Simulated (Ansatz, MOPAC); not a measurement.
Species: BiF2, net charge 0, doublet state. SMILES: [F][Bi][F]

Atoms: Bi1, F2, F3. Bonds: Bi1-F2, Bi1-F3.

Bond lengths (Å) and angles (degrees) optimised at PM6 with MOPAC; PM7 with MOPAC; MNDO with MOPAC; B3LYP/LANL2DZ with Ansatz (a quantum-chemistry and plane-wave program), each started from the B3LYP-D3(BJ)/def2-TZVP structure (Ansatz) of the last column. A row stands for all coordinates that are equal there. No wavenumbers were computed at MNDO, B3LYP/LANL2DZ, so these may be saddle points.

```tsv
coordinate	PM6	PM7	MNDO	B3LYP/LANL2DZ	B3LYP-D3(BJ)/def2-TZVP
Bi1-F2	2.247	1.723	1.684	2.014	2.024
F2-Bi1-F3	98.2	180.0	180.0	97.9	96.2
```

Mean signed difference of all 2 bond lengths from B3LYP-D3(BJ)/def2-TZVP: PM6 0.224 Å, PM7 -0.301 Å, MNDO -0.340 Å, B3LYP/LANL2DZ -0.010 Å.
